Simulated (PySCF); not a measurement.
Problem. Give a B3LYP/def2-SVP geometry of benzonitrile (`C(#N)c1ccccc1`).

Solution. 
```xyz
13
C7H5N angstrom
N      3.5888    0.6939   -0.0358
C      2.4453    0.4925   -0.0490
C      1.0301    0.2424   -0.0657
C      0.1249    1.3174    0.0226
C     -1.2477    1.0700    0.0062
C     -1.7250   -0.2409   -0.0974
C     -0.8277   -1.3107   -0.1853
C      0.5471   -1.0762   -0.1699
H      0.5054    2.3375    0.1038
H     -1.9487    1.9052    0.0751
H     -2.8013   -0.4299   -0.1097
H     -1.2009   -2.3343   -0.2667
H      1.2538   -1.9055   -0.2383
```

Any rigid rotation of these coordinates is as good. Atoms count from 1 in this order. The 8 heavy atoms lie in one plane (0.000 Å rms). The 6-membered ring C3–C4–C5–C6–C7–C8 has internal angles of 119.8° to 120.2°; it is planar, 0.00 Å rms from its mean plane, widest ring torsion 0°. The 7 C–C bonds span 1.395 Å (C7–C8, aromatic) to 1.437 Å (C2–C3, drawn single), a spread of 0.042 Å.

Bonds between heavy atoms (Å): N1≡C2 1.161, C2–C3 1.437, C3–C4 1.408, C4–C5 1.395, C5–C6 1.399, C6–C7 1.399, C7–C8 1.395, C3–C8 1.408.

Theory: B3LYP/def2-SVP geometry optimisation, gas phase in PySCF 2.14.0.

Point group: C2v (every atom within 0.08 Å of its image). Stationary, but not proved a minimum.

On an Arm Neoverse V2 with one thread (shared host), this took 14 s and 0.58 GiB of memory at its peak. That covers the optimisation of the geometry.
